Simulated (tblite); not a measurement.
C7H10N (charge +1).
Atom-mapped SMILES: `[CH:1]#[C:2]/[CH:3]=[N+:4](\[CH3:5])[CH2:6][CH:7]=[CH2:8]` (hydrogens: H9 on C1; H10 on C3; H11, H12, H13 on C5; H14, H15 on C6; H16 on C7; H17, H18 on C8)
Bond orders are those of one Lewis drawing.

Computed with GFN2-xTB (tblite), gas phase: Langevin dynamics at 300 K from the optimised GFN2-xTB geometry, time step 0.5 fs, friction 0.01 fs⁻¹, 2000 steps.

The start geometry, which sets the zero of energy:
```
atom  x, y, z in Å
C1      3.039    1.656    0.698
C2      1.959    1.198    0.422
C3      0.682    0.708    0.146
N4      0.429   -0.274   -0.644
C5      1.457   -0.986   -1.355
C6     -0.930   -0.729   -0.884
C7     -1.907   -0.308    0.175
C8     -2.980    0.422   -0.068
H9      3.983    2.057    0.938
H10    -0.151    1.202    0.639
H11     2.410   -0.465   -1.282
H12     1.572   -1.989   -0.937
H13     1.177   -1.091   -2.404
H14    -0.905   -1.822   -0.949
H15    -1.251   -0.348   -1.861
H16    -1.701   -0.684    1.169
H17    -3.214    0.789   -1.054
H18    -3.679    0.671    0.710
```

Task: These frames come from the run, each turned onto the start geometry. Order them by potential energy, lowest first.
A.
```
atom  x, y, z in Å
C1      3.068    1.638    0.636
C2      1.960    1.344    0.264
C3      0.638    0.975   -0.181
N4      0.439   -0.177   -0.744
C5      1.438   -1.107   -1.186
C6     -0.936   -0.612   -1.089
C7     -1.842   -0.342    0.107
C8     -2.989    0.274    0.162
H9      3.879    1.826    1.242
H10    -0.259    1.630    0.095
H11     2.453   -0.775   -0.969
H12     1.299   -2.025   -0.665
H13     1.378   -1.220   -2.306
H14    -0.910   -1.745   -1.290
H15    -1.262   -0.065   -1.967
H16    -1.425   -0.684    1.053
H17    -3.341    0.804   -0.744
H18    -3.597    0.268    1.039
```
B.
```
atom  x, y, z in Å
C1      3.074    1.670    0.765
C2      2.019    1.213    0.399
C3      0.727    0.698    0.065
N4      0.439   -0.281   -0.656
C5      1.437   -0.997   -1.401
C6     -0.932   -0.760   -0.829
C7     -1.921   -0.223    0.222
C8     -3.059    0.373   -0.086
H9      3.967    2.116    1.063
H10    -0.072    1.230    0.542
H11     1.327   -2.049   -1.336
H12     1.411   -0.731   -2.469
H13     2.444   -0.759   -1.111
H14    -0.892   -1.863   -0.732
H15    -1.262   -0.485   -1.871
H16    -1.529   -0.328    1.208
H17    -3.485    0.393   -1.050
H18    -3.702    0.789    0.735
```
C.
```
atom  x, y, z in Å
C1      2.963    1.936    0.590
C2      2.066    1.195    0.332
C3      0.762    0.698    0.047
N4      0.463   -0.346   -0.585
C5      1.474   -1.203   -1.110
C6     -0.901   -0.659   -1.053
C7     -1.956   -0.535    0.010
C8     -2.802    0.461    0.154
H9      3.787    2.546    0.750
H10    -0.074    1.243    0.404
H11     2.447   -0.737   -1.113
H12     1.345   -2.113   -0.543
H13     1.103   -1.330   -2.086
H14    -1.020   -1.641   -1.477
H15    -1.108    0.012   -1.947
H16    -2.049   -1.337    0.713
H17    -2.906    1.343   -0.525
H18    -3.603    0.472    0.896
```
D.
```
atom  x, y, z in Å
C1      3.092    1.529    0.691
C2      1.985    1.216    0.362
C3      0.697    0.792    0.029
N4      0.427   -0.241   -0.706
C5      1.449   -0.802   -1.533
C6     -0.903   -0.885   -0.628
C7     -1.927   -0.182    0.228
C8     -3.072    0.297   -0.215
H9      4.096    1.641    1.031
H10    -0.109    1.285    0.519
H11     2.276   -1.172   -0.900
H12     1.087   -1.618   -2.187
H13     1.906    0.053   -2.095
H14    -0.794   -1.825   -0.095
H15    -1.394   -0.909   -1.605
H16    -1.670   -0.087    1.291
H17    -3.386    0.155   -1.204
H18    -3.770    0.759    0.474
```
E.
```
atom  x, y, z in Å
C1      3.045    1.797    0.335
C2      1.934    1.302    0.278
C3      0.632    0.855   -0.024
N4      0.411   -0.245   -0.642
C5      1.472   -1.148   -1.014
C6     -0.959   -0.594   -0.942
C7     -1.932   -0.493    0.171
C8     -2.956    0.334    0.082
H9      3.995    2.122    0.649
H10    -0.154    1.508    0.174
H11     1.389   -2.204   -0.782
H12     1.538   -1.140   -2.106
H13     2.462   -0.783   -0.581
H14    -0.944   -1.568   -1.455
H15    -1.298    0.082   -1.739
H16    -1.750   -1.170    0.986
H17    -3.180    0.981   -0.757
H18    -3.712    0.371    0.828
```

Result: B (0.303 eV), E (0.386 eV), D (0.457 eV), A (0.532 eV), C (0.662 eV).

In the order of the answer:

| t (fs) | E above start (eV) | largest force (eV/Å) | rms force component (eV/Å) | rms distance from start (Å) | rms bond change (Å) | bond most changed (Å) |
| --- | --- | --- | --- | --- | --- | --- |
| 775 | 0.303 | 2.99 | 0.746 | 0.802 | 0.024 | C8–H18 +0.047 |
| 875 | 0.386 | 2.18 | 0.620 | 0.862 | 0.018 | C5–H13 +0.049 |
| 700 | 0.457 | 1.61 | 0.544 | 0.626 | 0.016 | C5–H13 +0.030 |
| 425 | 0.532 | 1.94 | 0.694 | 0.349 | 0.029 | C3–H10 +0.058 |
| 575 | 0.662 | 2.71 | 0.748 | 0.429 | 0.024 | C6–H15 +0.040 |

The cost below is that of the whole dynamics run. The run took 6.9 s on one thread, AMD EPYC 9R45 (x86_64), shared host with 96 logical CPUs at a one-minute load of 6.7, and the process peaked at 0.18 GiB of memory.
